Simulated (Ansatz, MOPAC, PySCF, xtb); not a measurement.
Dissociation curve of I2, singlet.

Computed with: PM7, restricted, heats of formation (MOPAC); RCCSD = CCSD on RHF/def2-SVP, 8 core orbitals frozen, def2 effective core potentials past Kr (PySCF 2.14.0); RKS-PBE = restricted PBE/def2-SVP, def2 effective core potentials past Kr (Ansatz, an electronic-structure program); GFN1-xTB (xtb).

Energies are in kcal/mol, each relative to the lowest point of its own curve near equilibrium.

```json
[
 {"R / Å": "2.13", "PM7": "63.6", "RCCSD": "101.5", "RKS-PBE": "95.3", "GFN1-xTB": "212.2"},
 {"R / Å": "2.27", "PM7": "26.8", "RCCSD": "47.1", "RKS-PBE": "43.7", "GFN1-xTB": "84.5"},
 {"R / Å": "2.37", "PM7": "(withheld)", "RCCSD": "24.5", "RKS-PBE": "22.4", "GFN1-xTB": "39.4"},
 {"R / Å": "2.49", "PM7": "2.8", "RCCSD": "8.9", "RKS-PBE": "(withheld)", "GFN1-xTB": "12.2"},
 {"R / Å": "2.56", "PM7": "0.5", "RCCSD": "3.9", "RKS-PBE": "3.4", "GFN1-xTB": "4.6"},
 {"R / Å": "2.66", "PM7": "0.0", "RCCSD": "0.5", "RKS-PBE": "0.4", "GFN1-xTB": "0.2"},
 {"R / Å": "2.71", "PM7": "(withheld)", "RCCSD": "0.0", "RKS-PBE": "0.0", "GFN1-xTB": "0.0"},
 {"R / Å": "2.83", "PM7": "4.0", "RCCSD": "1.1", "RKS-PBE": "1.3", "GFN1-xTB": "3.0"},
 {"R / Å": "2.90", "PM7": "6.7", "RCCSD": "2.8", "RKS-PBE": "3.1", "GFN1-xTB": "6.4"},
 {"R / Å": "3.07", "PM7": "14.5", "RCCSD": "8.6", "RKS-PBE": "9.2", "GFN1-xTB": "17.1"},
 {"R / Å": "3.26", "PM7": "23.7", "RCCSD": "16.3", "RKS-PBE": "17.1", "GFN1-xTB": "(withheld)"},
 {"R / Å": "3.60", "PM7": "38.9", "RCCSD": "28.9", "RKS-PBE": "30.8", "GFN1-xTB": "54.2"},
 {"R / Å": "3.94", "PM7": "50.8", "RCCSD": "38.0", "RKS-PBE": "41.8", "GFN1-xTB": "70.9"},
 {"R / Å": "4.33", "PM7": "60.2", "RCCSD": "44.1", "RKS-PBE": "50.7", "GFN1-xTB": "81.6"},
 {"R / Å": "4.83", "PM7": "67.0", "RCCSD": "(withheld)", "RKS-PBE": "57.6", "GFN1-xTB": "86.6"},
 {"R / Å": "5.27", "PM7": "70.6", "RCCSD": "49.4", "RKS-PBE": "60.9", "GFN1-xTB": "87.4"},
 {"R / Å": "5.78", "PM7": "73.7", "RCCSD": "50.2", "RKS-PBE": "62.9", "GFN1-xTB": "87.6"},
 {"R / Å": "6.54", "PM7": "77.1", "RCCSD": "50.7", "RKS-PBE": "64.1", "GFN1-xTB": "87.6"},
 {"R / Å": "7.14", "PM7": "79.3", "RCCSD": "50.8", "RKS-PBE": "64.4", "GFN1-xTB": "87.7"},
 {"R / Å": "7.95", "PM7": "81.7", "RCCSD": "50.9", "RKS-PBE": "(withheld)", "GFN1-xTB": "87.7"}
]
```

Question: Some entries are withheld; supply them.

Answer: 
- 2.37, PM7: 12.0
- 2.49, RKS-PBE: 7.9
- 2.71, PM7: 0.7
- 3.26, GFN1-xTB: 30.9
- 4.83, RCCSD: 47.9
- 7.95, RKS-PBE: 64.5

The restricted form behind PM7, RKS-PBE keeps the bonding electrons paired and can't separate into open-shell fragments.
